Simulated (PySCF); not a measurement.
Zn(H)(SMe) (CH4SZn), SMILES C[S][ZnH]. Atoms are numbered in the order given.

```xyz
7

Zn    -0.0964    -1.0478     0.0000
H     -0.6656    -2.4783     0.0000
S      0.7323     0.9708     0.0000
C     -0.8048     1.9637     0.0000
H     -1.4151     1.7894     0.8975
H     -0.4993     3.0194     0.0000
H     -1.4151     1.7894    -0.8975
```

Geometry optimised at PBE0-D3(BJ)/def2-SVP.

Method: IEF-PCM-PBE0/def2-SVP run with PySCF.

The values are the electrostatic part of the solvation free energy, E(continuum) − E(gas) at the gas-phase geometry, in a cavity of scaled van der Waals radii (PySCF's table); cavitation and dispersion terms are not included. A continuum can't describe solvent molecules that bind to the metal. In vacuum the orbital gap is 6.58 eV. The dipole moment in vacuum is 1.52 D.

```json
[
 {"solvent": "water", "ε": "78.36", "ΔG(elec) (kcal/mol)": "-13.7", "dipole (D)": "2.10", "gap (eV)": "7.10"},
 {"solvent": "N,N-dimethylformamide", "ε": "37.22", "ΔG(elec) (kcal/mol)": "-13.3", "dipole (D)": "2.09", "gap (eV)": "7.09"},
 {"solvent": "n-hexane", "ε": "1.88", "ΔG(elec) (kcal/mol)": "-4.6", "dipole (D)": "1.70", "gap (eV)": "6.75"}
]
```
